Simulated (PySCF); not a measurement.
# How methods differ on the excitation energy of I²⁺

I²⁺ [Kr] 4d10 5s2 5p3 (4S) → I²⁺ [Kr] 4d10 5s2 5p2 6s1 (4P), as a difference of total energies. All numbers are calculated (PySCF 2.14, the non-relativistic Hamiltonian (point nucleus), in dyall-av2z). Correlated levels: valence: [Kr] 4d10 frozen; virtual orbitals above 40 to 60 times the deepest correlated orbital energy dropped. The calculations carry no spin-orbit coupling.

| method | excitation energy (eV) |
| --- | --- |
| UHF | 15.400 |
| MP2 (valence) | 15.335 |
| SCS-MP2 (valence) | 15.321 |
| CCSD (valence) | 15.240 |
| CCSD(T) (valence) | 15.217 |

How much does correlation contribute at CCSD(T) (valence)?

15.217 − (15.400) = -0.183 eV, measured against UHF.

The promoted electron is Rydberg-like, and one or two diffuse shells describe it only roughly, which tends to raise the upper state.

The coupled-cluster amplitudes are large for the upper state (T1 above 0.03 or a double amplitude above 0.15), so a single reference is strained.
